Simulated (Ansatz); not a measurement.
HBr beside CH₂F₂: one fragment in the basis of the whole pair (the partner's atoms are ghosts).

in.yaml

```yaml
crystal:
  periodic: [false, false, false]
  atoms:
    - {symbol: Br, position_ang: [0.321878, -0.321525, -3.287434]}
    - {symbol: H, position_ang: [-0.076346, -0.031861, -1.952367]}
basis:
  gaussian:
    orbitals: "def2-TZVPPD.json"
    ghost_atoms:
      - {symbol: F, position_ang: [0.469566, -1.075819, 0.689266]}
      - {symbol: C, position_ang: [-0.043815, 0.093508, 1.122186]}
      - {symbol: F, position_ang: [-0.619074, 0.722144, 0.062832]}
      - {symbol: H, position_ang: [-0.818477, -0.108511, 1.865694]}
      - {symbol: H, position_ang: [0.766168, 0.722062, 1.499823]}
hamiltonian: {xc: {name: B97M-V}}
```

The basis file named in the input lies beside it (Basis Set Exchange, JSON).

Run by:

```bash
ansatz run in.yaml --threads 4 --pin off --events-out ev --progress --plain --max-ram 9574MiB
```

Output of Ansatz 0.2.0:

```
Functional definition: B97M-V
  name "B97M-V"
  cite "Mardirossian & Head-Gordon, J. Chem. Phys. 142, 074111 (2015) doi:10.1063/1.4907719"
  cite "Becke, J. Chem. Phys. 107, 8554 (1997) doi:10.1063/1.475007"
  cite "Vydrov & Van Voorhis, J. Chem. Phys. 133, 244103 (2010) doi:10.1063/1.3521275"
  # Of w^i u^j: cxij and so on, Table III.
  parameter cx00 = 1.000
  parameter cx01 = 1.308
  parameter cx02 = 1.901
  parameter cx10 = 0.416
  parameter cx11 = 3.070
  parameter css00 = 1.000
  parameter css02 = -1.855
  parameter css10 = -5.668
  parameter css32 = -20.497
  parameter css42 = -20.364
  parameter cos00 = 1.000
  parameter cos01 = 1.573
  parameter cos03 = -6.298
  parameter cos10 = 2.535
  parameter cos32 = -6.427
  parameter b = 6.0
  parameter c = 0.01
  gx(w, u) = cx00 + cx01*u + cx02*u^2 + (cx10 + cx11*u)*w
  gss(w, u) = css00 + css02*u^2 + css10*w + (css32*w^3 + css42*w^4)*u^2
  gos(w, u) = cos00 + cos01*u + cos03*u^3 + cos10*w + cos32*w^3*u^2
  exchange = spin_sum(e_x_unif_s*gx(b97_w, b97_u_x))
  correlation = spin_sum(e_c_pw_mod_same_spin*gss(b97_w, b97_u_same))
      + integral(e_c_pw_mod_opposite_spin*gos(b97_w_opposite, b97_u_opposite)) + vv10(b, c)
1123 factors; their error is unknown
mean field evaluation 1: about -70050.0400 eV, gradient 6.6e0 eV
mean field evaluation 2: about -70050.1000 eV, gradient 5.5e0 eV
mean field evaluation 4: about -70050.1685 eV, gradient 8.7e-2 eV
mean field evaluation 8: about -70050.1637 eV, gradient 1.5e-3 eV
mean field -70050.16372489 eV, -2574.2960351833 hartree, gradient 5.1e-5 eV, S^2 0.000000; 0 other end points of the search recorded, 0 dependent functions left out
reference -70050.16379157 eV, -2574.2960376339 hartree; 18, 18 occupied and 207, 207 virtual orbitals, 1123 factors
Total energy: -70050.16379157 eV, -2574.2960376339 hartree
```

The run took about 4.2 s on 4 CPU threads of an Arm Neoverse V1 (shared host).
